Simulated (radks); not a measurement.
Results of a calculation; reference values are marked as such.
Ionisation of the promethium ion Pm3+, [Xe] 4f4, to [Xe] 4f3 as the strength of local exchange is varied. Code: a radial shooting solver on a logarithmic mesh with Libxc functionals. Model: non-relativistic Kohn-Sham, Slater X-alpha exchange (alpha = 2/3 is LDA exchange), no correlation, spin-polarised, spherical densities, point nucleus; open shells are filled with parallel spins first (spin-orbit coupling, left out, can overturn this in heavy ions); relativity is left out, which matters for an element this heavy.

alpha = 0.667: E(Pm3+) (hartree) -9644.2694; exchange (hartree) -207.4766; IE (eV) 44.959; -e of the level emptied (eV) 35.297 (4f); <r> of it (bohr) 0.8892
alpha = 0.673: E(Pm3+) (hartree) -9646.1359; exchange (hartree) -209.3824; IE (eV) 45.173; -e of the level emptied (eV) 35.497 (4f); <r> of it (bohr) 0.8880
alpha = 0.902: E(Pm3+) (hartree) -9717.6375; exchange (hartree) -282.6395; IE (eV) 53.677; -e of the level emptied (eV) 43.498 (4f); <r> of it (bohr) 0.8442
alpha = 0.905: E(Pm3+) (hartree) -9718.5775; exchange (hartree) -283.6059; IE (eV) 53.793; -e of the level emptied (eV) 43.607 (4f); <r> of it (bohr) 0.8437
alpha = 0.928: E(Pm3+) (hartree) -9725.7878; exchange (hartree) -291.0207; IE (eV) 54.681; -e of the level emptied (eV) 44.448 (4f); <r> of it (bohr) 0.8398

NIST Atomic Spectra Database: 41.2 +/- 0.09 eV (semi-empirical). The central value is not met in this range of alpha. Relativity is left out here, which matters for elements this heavy. Open shells are spherical and high-spin; term and fine-structure splittings are not resolved. No tabulated value is given for the 4+ ions of Nd, Pm and Eu to Yb, where it belongs to another shell than the one emptied here.
